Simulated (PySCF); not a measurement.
Start geometry of `[O]=[Ru-2](=[O])([OH])([OH])([OH])[OH]` (trans-[RuO2(OH)4]2-) from GFN2-xTB (Å):
```
atom  x, y, z in Å
Ru1    0.0004    0.0000   -0.0002
O2     0.0257    0.0125    1.6100
O3    -0.0262   -0.0126   -1.6103
O4     2.0933   -0.1277   -0.0326
H5     2.3789    0.7935   -0.0450
O6    -2.0928    0.1270    0.0322
H7    -2.3797   -0.7935    0.0426
O8     0.1274    2.0932   -0.0182
H9    -0.7936    2.3791   -0.0019
O10   -0.1274   -2.0930    0.0177
H11    0.7941   -2.3786    0.0056
```

Q: What comes out of this run: PBE0-D3(BJ)/def2-SVP geometry optimisation, gas phase, def2 core potentials past Kr in PySCF?

A: 
```
atom  x, y, z in Å
Ru1    0.000    0.000    0.000
O2     0.017    0.011    1.716
O3    -0.017   -0.010   -1.717
O4     2.022   -0.153   -0.020
H5     2.224    0.791   -0.032
O6    -2.023    0.153    0.020
H7    -2.225   -0.791    0.031
O8     0.154    2.022   -0.014
H9    -0.790    2.225   -0.003
O10   -0.154   -2.023    0.014
H11    0.791   -2.225    0.006
```

The energy falls by 78.0 kJ/mol over 7 energy and gradient evaluations, the largest force component goes from 0.1269 to 8.5e-05 Eh/bohr, and the atoms move by 0.113 Å rms after alignment. Among the bonds, Ru1–O2 and Ru1–O3 change most and about equally (+0.106 Å). Bonds longer at the end by more than 0.005 Å: 2 of 10; shorter: 4. Among the angles that change most is Ru1–O6–H7, from 103.8° to 97.7°. Rotational constants go from 2139, 2138, 1648 to 2132, 2131, 1769 MHz. The orientation of the end geometry is arbitrary; only internal coordinates are fixed.

The run used 135 basis functions and 64 SCF cycles in all.

No frequency check. Whether so highly charged an anion holds all its electrons in the gas phase wasn't checked; a finite basis holds them in any case. The ion is multiply charged and computed without counter-ions or solvent. The geometry's basis has no diffuse functions, a weakness for an anion.
